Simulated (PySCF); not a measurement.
## Tm²⁺: ionisation energy

Tm²⁺ [Xe] 4f13 [4f5/2^6 4f7/2^7, M_J = 7/2] → Tm³⁺ [Xe] 4f12 [4f5/2^6 4f7/2^6, M_J = 6], as a difference of total energies. Calculation: PySCF 2.14, in x2c-QZVPPall-2c (16s16p12d6f4g1h, 213 functions); the two-component X2C-1e Hamiltonian. Correlated levels: [Ar] 3d10 frozen; the 40 highest virtual spinors dropped. "Screened" scales the spin-orbit matrix elements by Boettger's factors to mimic the two-electron term; Breit and QED terms are absent.

```csv
method,ionisation energy (eV),difference from reference (eV)
GHF (spin-free),19.241,-4.419
GMP2 (spin-free),25.876,+2.216
GHF (screened spin-orbit),18.762,-4.898
GMP2 (screened spin-orbit),25.410,+1.750
```

Reference: 23.66 ± 0.03 eV (semi-empirical (NIST evaluation); NIST Atomic Spectra Database, ionization energies).

The spin-free rows relax to the high-spin LS determinant and lack the spin-orbit shift.

The labels give the starting determinants; with spin-orbit coupling the two ends relaxed to ⟨J²⟩ = 15.76, ⟨L²⟩ = 12.11, ⟨S²⟩ = 0.85 and ⟨J²⟩ = 42.01, ⟨L²⟩ = 30.19, ⟨S²⟩ = 2.08.
